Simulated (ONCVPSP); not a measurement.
**Configuration tests for Si (Z = 14) (ONCV)**

| Property | Result |
| --- | --- |
| Element | Si (Z = 14) |
| Generator | ONCVPSP 4.0.1 |
| Type | optimised norm-conserving Vanderbilt (ONCV) |
| Functional | PBE |
| Relativity | scalar-relativistic |
| Frozen core | [Ne] |
| Valence charge | 4 |
| Reference configuration | 3s2 3p2 |
| Partial waves | 3s: rc 1.75 bohr, ncon 4, nbas 7, qcut 4.3 1/bohr, 2 projectors, debl 0.3 Ha; 3p: rc 1.60 bohr, ncon 3, nbas 7, qcut 4.5 1/bohr, 3 projectors, debl 1.7 Ha |
| Local potential | polynomial inside 1.60 bohr (lpopt 5, dvloc0 0 Ha) |
| Core correction | Teter function, fcfact 3.25, rcfact 1.15 |

In the s channel the program set the typed energies aside and used -0.397, 0.250 Ha.

Energies are relative to the spin-unpolarised reference configuration 3s2 3p2; without spin polarisation the order of configurations can differ from experiment.

```tsv
valence configuration	charge	ΔE all-electron (eV)	error AE − PS (meV)
3s2 3p1	+1	7.740	-1.9
3s2 3p0	+2	23.733	-4.5
```

Problem. What are ΔE and the potential's error for 3s1 3p0?

Solution. ΔE = 57.704 eV all-electron; the error (AE − PS) is +64 meV.

Problem. What are ΔE and the potential's error for 3s2 3p1.5?

Solution. ΔE = 2.921 eV all-electron; the error (AE − PS) is -0.6 meV.

Levels in the configuration 3s1 3p0:

| level | all-electron (eV) | pseudo (eV) |
| --- | --- | --- |
| 3s | -39.488 | -39.289 |

Note: ghosts flagged at negative energy: p at -44.7 eV; GHOST(+) flagged for s at 116.8 eV. A true bound ghost makes a file unfit for plane-wave use.
